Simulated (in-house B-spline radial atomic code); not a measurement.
I⁶⁺. Computed with a B-spline radial atomic code. Model: all-electron spherical atom, spin shells full or empty, radial basis limit, no spin-orbit coupling: exact exchange with a local potential (Slater, KLI or optimised effective potential, whose far tail is KLI's), no correlation.

Empty minority-spin level lies below the highest occupied level: each spin potential is zero at infinity, spin occupations fixed.

Exchange potential has not reached -1/r at the last radius.

The run also made RPA and GW results, which its time includes.

The Slater potential averages the orbital exchange potentials with the orbital densities as weights, KLI adds orbital constants, and the optimised effective potential minimises the exact-exchange energy among local potentials. So their energies lie above Hartree-Fock in the order OEP, KLI, Slater. All fall off as −1/r, unlike LDA and GGA exchange.

Command:
```bash
python run_gw.py task.json out
```
Settings (lengths in bohr, energies in hartree):
```
Z                      53
electrons              47
configuration          [Kr] 4d10 5s1
hamiltonian            nr
method                 slater
lmax                   9
spin_polarised         True
box_radius             9.29
intervals              73
ion_configuration      [Kr] 4d10
```

Run time, properties included: 19 s on 1 thread of Arm Neoverse N1, on a shared host.

Given: hamiltonian non-relativistic; mean-field start Slater potential.

Computed: energy above Hartree-Fock 390.29 millihartree; virial ratio -E/T less 1 -0.01023.

```json
{"radius (bohr)": "0.000943", "r times exchange potential up (hartree bohr)": "-0.051996", "r times exchange potential down (hartree bohr)": "-0.051976"}
{"radius (bohr)": "0.00118", "r times exchange potential up (hartree bohr)": "-0.065002", "r times exchange potential down (hartree bohr)": "-0.064978"}
{"radius (bohr)": "0.00147", "r times exchange potential up (hartree bohr)": "-0.080867", "r times exchange potential down (hartree bohr)": "-0.080837"}
{"radius (bohr)": "0.00183", "r times exchange potential up (hartree bohr)": "-0.10047", "r times exchange potential down (hartree bohr)": "-0.10043"}
{"radius (bohr)": "0.00229", "r times exchange potential up (hartree bohr)": "-0.12533", "r times exchange potential down (hartree bohr)": "-0.12528"}
{"radius (bohr)": "0.00286", "r times exchange potential up (hartree bohr)": "-0.15578", "r times exchange potential down (hartree bohr)": "-0.15573"}
{"radius (bohr)": "0.00357", "r times exchange potential up (hartree bohr)": "-0.1931", "r times exchange potential down (hartree bohr)": "-0.19303"}
{"radius (bohr)": "0.00445", "r times exchange potential up (hartree bohr)": "-0.23824", "r times exchange potential down (hartree bohr)": "-0.23815"}
{"radius (bohr)": "0.00556", "r times exchange potential up (hartree bohr)": "-0.29319", "r times exchange potential down (hartree bohr)": "-0.29309"}
{"radius (bohr)": "0.00694", "r times exchange potential up (hartree bohr)": "-0.3581", "r times exchange potential down (hartree bohr)": "-0.35797"}
{"radius (bohr)": "0.00866", "r times exchange potential up (hartree bohr)": "-0.43329", "r times exchange potential down (hartree bohr)": "-0.43315"}
{"radius (bohr)": "0.0108", "r times exchange potential up (hartree bohr)": "-0.51767", "r times exchange potential down (hartree bohr)": "-0.51751"}
{"radius (bohr)": "0.0135", "r times exchange potential up (hartree bohr)": "-0.60966", "r times exchange potential down (hartree bohr)": "-0.60949"}
{"radius (bohr)": "0.0168", "r times exchange potential up (hartree bohr)": "-0.70121", "r times exchange potential down (hartree bohr)": "-0.70104"}
{"radius (bohr)": "0.021", "r times exchange potential up (hartree bohr)": "-0.78759", "r times exchange potential down (hartree bohr)": "-0.78743"}
{"radius (bohr)": "0.0262", "r times exchange potential up (hartree bohr)": "-0.8544", "r times exchange potential down (hartree bohr)": "-0.85428"}
{"radius (bohr)": "0.0327", "r times exchange potential up (hartree bohr)": "-0.89125", "r times exchange potential down (hartree bohr)": "-0.89121"}
{"radius (bohr)": "0.0409", "r times exchange potential up (hartree bohr)": "?", "r times exchange potential down (hartree bohr)": "?"}
{"radius (bohr)": "0.051", "r times exchange potential up (hartree bohr)": "-0.95231", "r times exchange potential down (hartree bohr)": "-0.95213"}
{"radius (bohr)": "0.0637", "r times exchange potential up (hartree bohr)": "-1.0705", "r times exchange potential down (hartree bohr)": "-1.07"}
{"radius (bohr)": "0.0794", "r times exchange potential up (hartree bohr)": "-1.2296", "r times exchange potential down (hartree bohr)": "-1.2288"}
{"radius (bohr)": "0.0992", "r times exchange potential up (hartree bohr)": "-1.3699", "r times exchange potential down (hartree bohr)": "-1.3691"}
{"radius (bohr)": "0.124", "r times exchange potential up (hartree bohr)": "-1.4331", "r times exchange potential down (hartree bohr)": "-1.4327"}
{"radius (bohr)": "0.154", "r times exchange potential up (hartree bohr)": "-1.4224", "r times exchange potential down (hartree bohr)": "-1.4222"}
{"radius (bohr)": "0.193", "r times exchange potential up (hartree bohr)": "-1.4911", "r times exchange potential down (hartree bohr)": "-1.4897"}
{"radius (bohr)": "0.241", "r times exchange potential up (hartree bohr)": "-1.6905", "r times exchange potential down (hartree bohr)": "-1.6879"}
{"radius (bohr)": "0.3", "r times exchange potential up (hartree bohr)": "?", "r times exchange potential down (hartree bohr)": "?"}
{"radius (bohr)": "0.375", "r times exchange potential up (hartree bohr)": "-1.8381", "r times exchange potential down (hartree bohr)": "-1.8385"}
{"radius (bohr)": "0.468", "r times exchange potential up (hartree bohr)": "-1.6072", "r times exchange potential down (hartree bohr)": "-1.6088"}
{"radius (bohr)": "0.584", "r times exchange potential up (hartree bohr)": "-1.5854", "r times exchange potential down (hartree bohr)": "-1.577"}
{"radius (bohr)": "0.729", "r times exchange potential up (hartree bohr)": "-1.8002", "r times exchange potential down (hartree bohr)": "-1.7926"}
{"radius (bohr)": "0.91", "r times exchange potential up (hartree bohr)": "-1.8894", "r times exchange potential down (hartree bohr)": "-1.8875"}
{"radius (bohr)": "1.14", "r times exchange potential up (hartree bohr)": "-1.7566", "r times exchange potential down (hartree bohr)": "-1.782"}
{"radius (bohr)": "1.42", "r times exchange potential up (hartree bohr)": "-1.4559", "r times exchange potential down (hartree bohr)": "-1.5698"}
{"radius (bohr)": "1.77", "r times exchange potential up (hartree bohr)": "-1.1771", "r times exchange potential down (hartree bohr)": "-1.3575"}
{"radius (bohr)": "2.21", "r times exchange potential up (hartree bohr)": "-1.0564", "r times exchange potential down (hartree bohr)": "-1.2003"}
{"radius (bohr)": "2.76", "r times exchange potential up (hartree bohr)": "-1.0186", "r times exchange potential down (hartree bohr)": "-1.1041"}
```

Task: What belongs in the row 0.0409?

Result: r times exchange potential up (hartree bohr): -0.90671; r times exchange potential down (hartree bohr): -0.9067.

Task: What belongs in the row 0.3?

Result: r times exchange potential up (hartree bohr): -1.8507; r times exchange potential down (hartree bohr): -1.8486.

| occupied | level (hartree) | Hartree-Fock level (hartree) |
| --- | --- | --- |
| 1s up | -1174.9 | -1180 |
| 1s down | -1174.9 | -1180 |
| 2s up | -181.16 | -183.7 |
| 2s down | -181.16 | -183.69 |
| 2p up | -170.96 | -172.41 |
| 2p down | -170.95 | -172.41 |
| 3s up | -39.59 | -40.663 |
| 3s down | -39.585 | -40.649 |
| 3p up | -35.189 | -35.847 |
| 3p down | -35.184 | -35.841 |
| 3d up | ? | ? |
| 3d down | -26.92 | -27.013 |
| 4s up | -9.4934 | -9.9316 |
| 4s down | -9.4916 | -9.9007 |
| 4p up | -7.9313 | -8.1485 |
| 4p down | -7.932 | -8.136 |
| 4d up | -5.2264 | -5.069 |
| 4d down | ? | ? |
| 5s up | -3.2597 | -3.0581 |

Task: What belongs in the row 3d up?

Result: level (hartree): -26.925; Hartree-Fock level (hartree): -27.016.

Task: What belongs in the row 4d down?

Result: level (hartree): -5.235; Hartree-Fock level (hartree): -5.0578.

| empty | level (hartree) |
| --- | --- |
| 5s down | -3.3271 |
| 5p down | -2.8543 |
| 5p up | -2.7882 |
| 4f down | -2.3065 |
| 4f up | -2.2714 |
| 5d down | ? |
| 5d up | ? |
| 6s down | -1.7241 |
| 6s up | -1.7011 |

Task: What belongs in the row 5d down?

Result: level (hartree): -2.1.

Task: What belongs in the row 5d up?

Result: level (hartree): -2.0456.

The highest level, 5s up, differs from Hartree-Fock by -5.5 eV and the deepest, 1s up, by +138 eV: the Slater potential lacks the response part and is deeper than the optimised one throughout, so the top level comes too deep.
